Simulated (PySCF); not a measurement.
Spectra and structures to be paired. Method: TDDFT wB97X-D/def2-SVPD, vertical, gas phase, core orbitals frozen in the response (PySCF). Geometries: PBE0-D3(BJ)/def2-SVP; one conformer of each isolated species. Triplets are in the Tamm–Dancoff approximation.

A. `[BH3-][P@@+](C)(c1ccc(Cl)cc1)C(C)(C)C`
B. `C[C@@H]1CC[P@+]1(C)[BH2-]C#N`
C. `CC=C=O`
D. `OC1CCCC1`

Lowest singlet levels (six at most, fewer where fewer were computed) with oscillator strengths:

1. 7.25 eV (f 0.006); 8.53 eV (f 0.013); 8.60 eV (f 0.049); 8.84 eV (f 0.003); 8.96 eV (f 0.005); 9.09 eV (f 0.003); T1 7.04 eV
2. 7.09 eV (f 0.016); 7.21 eV (f 0.012); 7.43 eV (f 0.021); 7.63 eV (f 0.003); 7.76 eV (f 0.044); 7.87 eV (f 0.020); T1 6.11 eV
3. 3.59 eV (f 0.000); 6.25 eV (f 0.013); 7.43 eV (f 0.009); 7.62 eV (f 0.130); 7.66 eV (f 0.016); 8.62 eV (f 0.015); T1 3.27 eV
4. 5.24 eV (f 0.003); 5.67 eV (f 0.290); 6.48 eV (f 0.033); 6.58 eV (f 0.211); 6.80 eV (f 0.173); 6.82 eV (f 0.710); T1 3.96 eV

**Question.** Match each spectrum to its molecule.

**Answer.** 1 = D, 2 = B, 3 = C, 4 = A.
- A: S1 at 5.24 eV, HOMO→LUMO+1 (50%), HOMO-1→LUMO (21%), HOMO-2→LUMO (18%); Löwdin shares by element: HOMO carbon 40% or more, chlorine 19% (atoms not listed hold the other 41%); LUMO carbon 62% or more (atoms not listed hold the other 38%); HOMO -9.15 and LUMO 0.40 eV.
- B: S1 at 7.09 eV, HOMO→LUMO+1 (57%), HOMO-1→LUMO+4 (8%); Löwdin shares by element: HOMO nitrogen 21%, boron 17%, carbon 15% or more, phosphorus 15% (atoms not listed hold the other 33%); LUMO hydrogen 18% or more, carbon 18% or more, boron 10% (atoms not listed hold the other 53%); HOMO -9.71 and LUMO 1.69 eV.
- C: S1 at 3.59 eV, HOMO→LUMO (97%); Löwdin shares by element: HOMO carbon 69%, oxygen 22%; LUMO carbon 59%, oxygen 30%; HOMO -8.50 and LUMO 0.91 eV.
- D: S1 at 7.25 eV, HOMO→LUMO (81%), HOMO→LUMO+1 (13%); Löwdin shares by element: HOMO oxygen 54%, carbon 26% or more, hydrogen 8% or more; LUMO oxygen 20%, carbon 20% or more, hydrogen 11% or more (atoms not listed hold the other 49%); HOMO -9.76 and LUMO 2.15 eV.
